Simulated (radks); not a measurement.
Values are calculated unless marked as measured or tabulated.
Task: Os XIV, configuration [Kr] 4d10 4f12.75 5s2 5p2 6s0.25 (fractional occupations, a model configuration). Code: a radial shooting solver on a logarithmic mesh with Libxc functionals. Model: Dirac Kohn-Sham, SOGGA, spin-unpolarised, spherical densities, point nucleus; open shells fill j = l - 1/2 first.

Spin-orbit splittings of the eigenvalues, e(l+1/2) - e(l-1/2), with zeta = 2 splitting/(2l+1) and mean radii in bohr:

shell   occ.  splitting (eV)  zeta (eV)  <r> j=l-1/2  <r> j=l+1/2
2p         6            1531       1021      0.06131      0.06950
3p         6           334.0      222.7       0.1835       0.1986
3d        10           72.39      28.96       0.1734       0.1780
4p         6           79.48      52.99       0.4335       0.4662
4d        10           14.91      5.962       0.4765       0.4871
4f     12.75           3.083     0.8808       0.5171       0.5229
5p         2               ?          ?       0.9671        1.026

Estimate the 5p splitting.

Result: 17.64 eV (zeta = 11.76 eV).
